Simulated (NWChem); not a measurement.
System: C₃H₇FMg; SMILES C[CH](C)[Mg][F]

Here is an NWChem input.

```
start job
memory heap 200 mb stack 900 mb global 1100 mb
geometry units angstroms noautosym nocenter noautoz
  Mg    -0.001970     1.275453    -0.266062
  F     -0.003070     3.025760    -0.270926
  C     -0.000674    -0.845290    -0.267049
  C     -1.265951    -1.438388     0.379718
  C      1.271465    -1.436828     0.367600
  H     -0.005568    -1.131809    -1.330430
  H     -1.261377    -2.540596     0.332734
  H     -1.349655    -1.173136     1.442621
  H     -2.187139    -1.100605    -0.112738
  H      2.187483    -1.097902    -0.133637
  H      1.267797    -2.539040     0.320648
  H      1.364994    -1.171470     1.429657
end
basis spherical
  * library 6-31+g*
end
dft
  xc xpbe96 cpbe96
  iterations 150
end
property
  response 1 0.0
end
task dft property
```

Output (shortened):

```
             Northwest Computational Chemistry Package (NWChem) 7.3.0
             --------------------------------------------------------

                             Geometry "geometry" -> ""
                             -------------------------

 Output coordinates in angstroms (scale by  1.889725989 to convert to a.u.)

  No.       Tag          Charge          X              Y              Z
 ---- ---------------- ---------- -------------- -------------- --------------
    1 Mg                  12.0000    -0.00197000     1.27545300    -0.26606200
    2 F                    9.0000    -0.00307000     3.02576000    -0.27092600
    3 C                    6.0000    -0.00067400    -0.84529000    -0.26704900
    4 C                    6.0000    -1.26595100    -1.43838800     0.37971800
    5 C                    6.0000     1.27146500    -1.43682800     0.36760000
    6 H                    1.0000    -0.00556800    -1.13180900    -1.33043000
    7 H                    1.0000    -1.26137700    -2.54059600     0.33273400
    8 H                    1.0000    -1.34965500    -1.17313600     1.44262100
    9 H                    1.0000    -2.18713900    -1.10060500    -0.11273800
   10 H                    1.0000     2.18748300    -1.09790200    -0.13363700
   11 H                    1.0000     1.26779700    -2.53904000     0.32064800
   12 H                    1.0000     1.36499400    -1.17147000     1.42965700

 Effective nuclear repulsion energy (a.u.)     190.0526471741

  pbe96 is a nonlocal functional; adding pw91lda local functional.
                              NWChem Property Module
                              ----------------------

                                 NWChem DFT Module
                                 -----------------

 Summary of "ao basis" -> "ao basis" (spherical)
 ------------------------------------------------------------------------------
       Tag                 Description            Shells   Functions and Types
 ---------------- ------------------------------  ------  ---------------------
 Mg                         6-31+g*                 10       22   5s4p1d
 F                          6-31+g*                  8       18   4s3p1d
 C                          6-31+g*                  8       18   4s3p1d
 H                          6-31+g*                  2        2   2s

            General Information
            -------------------
          SCF calculation type: DFT
          Wavefunction type:  closed shell.
          No. of atoms     :    12
          No. of electrons :    46
           Alpha electrons :    23
            Beta electrons :    23
          Charge           :     0
          Spin multiplicity:     1
          Use of symmetry is: off; symmetry adaption is: off
          Maximum number of iterations: 150
          AO basis - number of functions:   108
                     number of shells:    56
          Convergence on energy requested:  1.00D-06
          Convergence on density requested:  1.00D-05
          Convergence on gradient requested:  5.00D-04

              XC Information
              --------------
          PerdewBurkeErnzerhof Exchange Functional  1.000
            Perdew 1991 LDA Correlation Functional  1.000 local
           PerdewBurkeErnz. Correlation Functional  1.000 non-local

             Grid Information
             ----------------
          Grid used for XC integration:  medium
          Radial quadrature: Mura-Knowles
          Angular quadrature: Lebedev.
          Tag              B.-S. Rad. Rad. Pts. Rad. Cut. Ang. Pts.
          ---              ---------- --------- --------- ---------
          Mg                  1.50       88          13.0       590
          F                   0.50       49          14.0       434
          C                   0.70       49          15.0       434
          H                   0.35       45          14.0       434
          Grid pruning is: on
          Number of quadrature shells:   599
          Spatial weights used:  Erf1

      Superposition of Atomic Density Guess
      -------------------------------------

 Sum of atomic energies:        -415.45168929

      Non-variational initial energy
      ------------------------------

 Total energy =    -417.515839
 1-e energy   =    -950.499782
 2-e energy   =     342.931296
 HOMO         =      -0.284727
 LUMO         =      -0.077128

   convergence    iter        energy       DeltaE   RMS-Dens  Diis-err
 ---------------- ----- ----------------- --------- --------- ---------
 d= 0,ls=0.0,diis     1   -417.9938590376 -6.08D+02  2.76D-02  9.54D-01
 d= 0,ls=0.0,diis     2   -416.6105306505  1.38D+00  2.37D-02  1.55D+01
 d= 0,ls=0.0,diis     3   -418.1018306492 -1.49D+00  2.95D-03  1.80D-02
 d= 0,ls=0.0,diis     4   -418.1002077740  1.62D-03  1.63D-03  2.51D-02
 d= 0,ls=0.0,diis     5   -418.1036484680 -3.44D-03  4.13D-04  1.04D-03
  Resetting Diis
 d= 0,ls=0.0,diis     6   -418.1037633780 -1.15D-04  1.34D-04  2.61D-04
 d= 0,ls=0.0,diis     7   -418.1037972111 -3.38D-05  9.68D-05  1.79D-05
 d= 0,ls=0.0,diis     8   -418.1037936218  3.59D-06  4.91D-05  5.23D-05
 d= 0,ls=0.0,diis     9   -418.1037992032 -5.58D-06  9.75D-06  1.64D-06
 d= 0,ls=0.0,diis    10   -418.1037993609 -1.58D-07  3.25D-06  8.57D-08

         Total DFT energy =     -418.103799360924
      One electron energy =     -955.663415869939
           Coulomb energy =      393.009030035005
    Exchange-Corr. energy =      -45.502060700098
 Nuclear repulsion energy =      190.052647174108

 Numeric. integr. density =       46.000016334450

                       DFT Final Molecular Orbital Analysis
                       ------------------------------------

 Vector   21  Occ=2.000000D+00  E=-2.852109D-01
              MO Center= -3.0D-03,  3.0D+00, -2.7D-01, r^2= 6.4D-01
   Bfn.  Coefficient  Atom+Function         Bfn.  Coefficient  Atom+Function
  ----- ------------  ---------------      ----- ------------  ---------------
    25      0.634694   2 F  px               29      0.405150   2 F  px
    33      0.111717   2 F  px                7      0.083998   1 Mg px
    68     -0.059239   4 C  s                86      0.059255   5 C  s
    18      0.055746   1 Mg d -2             51     -0.054489   3 C  px
     3     -0.046969   1 Mg px               47      0.025498   3 C  px

 Vector   22  Occ=2.000000D+00  E=-2.851816D-01
              MO Center= -3.0D-03,  3.0D+00, -2.7D-01, r^2= 7.0D-01
   Bfn.  Coefficient  Atom+Function         Bfn.  Coefficient  Atom+Function
  ----- ------------  ---------------      ----- ------------  ---------------
    27      0.633691   2 F  pz               31      0.404290   2 F  pz
    50     -0.136029   3 C  s                35      0.112323   2 F  pz
     9      0.082469   1 Mg pz               68      0.070258   4 C  s
    86      0.070242   5 C  s                19      0.056114   1 Mg d -1
     5     -0.046167   1 Mg pz               53     -0.039027   3 C  pz

 Vector   23  Occ=2.000000D+00  E=-2.025801D-01
              MO Center= -2.5D-04, -5.4D-01, -1.4D-01, r^2= 3.0D+00
   Bfn.  Coefficient  Atom+Function         Bfn.  Coefficient  Atom+Function
  ----- ------------  ---------------      ----- ------------  ---------------
    44      0.406234   3 C  py               50     -0.372901   3 C  s
     6      0.293377   1 Mg s                48      0.260201   3 C  py
     8     -0.226500   1 Mg py               10      0.180028   1 Mg s
    98      0.166280   7 H  s               106      0.166277  11 H  s
    52      0.158592   3 C  py               68      0.151716   4 C  s

 Vector   24  Occ=0.000000D+00  E=-6.568607D-02
              MO Center= -1.7D-03,  1.1D+00, -2.5D-01, r^2= 6.7D+00
   Bfn.  Coefficient  Atom+Function         Bfn.  Coefficient  Atom+Function
  ----- ------------  ---------------      ----- ------------  ---------------
    50     -1.182450   3 C  s                10      1.153540   1 Mg s
    52     -0.375720   3 C  py               14      0.348670   1 Mg s
    46     -0.345579   3 C  s                 6      0.265190   1 Mg s
    68      0.242377   4 C  s                86      0.242366   5 C  s
    12     -0.237814   1 Mg py               44     -0.224716   3 C  py

 Vector   25  Occ=0.000000D+00  E=-2.820162D-02
              MO Center= -4.3D-04,  8.4D-01,  6.1D-04, r^2= 1.0D+01
   Bfn.  Coefficient  Atom+Function         Bfn.  Coefficient  Atom+Function
  ----- ------------  ---------------      ----- ------------  ---------------
    50      1.517979   3 C  s                68     -0.949223   4 C  s
    86     -0.949136   5 C  s                52     -0.629742   3 C  py
    53      0.467429   3 C  pz               13      0.388403   1 Mg pz
     9      0.354888   1 Mg pz               17      0.322040   1 Mg pz
    10      0.293028   1 Mg s                69     -0.267957   4 C  px

[...]

 DFT Linear Response polarizability / au
 Frequency  =       0.0000000 / au
              X              Y              Z
 -----------------------------------------------
 X      61.2288239     -0.0379655     -0.0324823
 Y      -0.0379655     79.4400999     -5.6088140
 Z      -0.0324823     -5.6088180     53.7007531
 -----------------------------------------------
 Eigenvalues =      61.2289556     80.6092526     52.5314686
 Isotropic   =      64.7898923
 Anisotropic =      24.8958244
 -----------------------------------------------

 Magnetic Dipole Response Matrix (nonzero elements):

 Exiting AOResponse driver routine
```

Level: PBE/6-31+G* (spherical d). Coordinates come from a B3LYP/6-31G* (spherical d) optimisation.
